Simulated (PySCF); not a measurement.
PySCF 2.14 output of an unrestricted PBE calculation on a single atom or ion in x2c-TZVPPall (11s7p7d3f1g, 97 functions), with scalar relativity by spin-free X2C-1e:

```
SCF conv_tol = 1e-09
number electrons alpha = 40  beta = 35
    J. P. Perdew, K. Burke, and M. Ernzerhof.,  Phys. Rev. Lett. 77, 3865 (1996)
    J. P. Perdew, K. Burke, and M. Ernzerhof.,  Phys. Rev. Lett. 78, 1396 (1997)
    J. P. Perdew, K. Burke, and M. Ernzerhof.,  Phys. Rev. Lett. 77, 3865 (1996)
    J. P. Perdew, K. Burke, and M. Ernzerhof.,  Phys. Rev. Lett. 78, 1396 (1997)
cycle= 1 E= -16693.3398855515  delta_E= -0.0335  |g|= 0.31  |ddm|= 0.652
cycle= 2 E= -16693.3372860935  delta_E= 0.0026  |g|= 0.337  |ddm|= 0.279
cycle= 3 E= -16693.346833911  delta_E= -0.00955  |g|= 0.0182  |ddm|= 0.186
cycle= 4 E= -16693.3469299342  delta_E= -9.6e-05  |g|= 0.000979  |ddm|= 0.0417
cycle= 5 E= -16693.346927079  delta_E= 2.86e-06  |g|= 0.00106  |ddm|= 0.0151
cycle= 6 E= -16693.3469253963  delta_E= 1.68e-06  |g|= 0.000732  |ddm|= 0.00626
cycle= 7 E= -16693.3469216375  delta_E= 3.76e-06  |g|= 0.00041  |ddm|= 0.027
cycle= 8 E= -16693.3469206971  delta_E= 9.4e-07  |g|= 0.000104  |ddm|= 0.0192
cycle= 9 E= -16693.3469206785  delta_E= 1.85e-08  |g|= 0.000221  |ddm|= 0.00351
cycle= 10 E= -16693.3469206973  delta_E= -1.87e-08  |g|= 0.000179  |ddm|= 0.000279
cycle= 11 E= -16693.3469206758  delta_E= 2.15e-08  |g|= 1.93e-05  |ddm|= 0.00255
cycle= 12 E= -16693.3469206758  delta_E= -5.46e-11  |g|= 5.9e-07  |ddm|= 0.000213
converged SCF energy = -16693.3469206758  <S^2> = 8.7559927  2S+1 = 6.0019972
```

The run itself started from symmetry-adapted Hartree-Fock orbitals and held the occupation by maximum overlap, on a logarithmic radial grid, so the iterations belong to that start.

Which element, charge and spin multiplicity is this?

Re (rhenium, neutral), multiplicity 6; the state was [Xe] 4f14 5d4 6s2 6p1, one real determinant (an excited configuration).

⟨L²⟩ = 8.00 against 12 for a pure F term, so this real determinant mixes terms. Spin-orbit coupling, absent here, splits the open shell strongly.
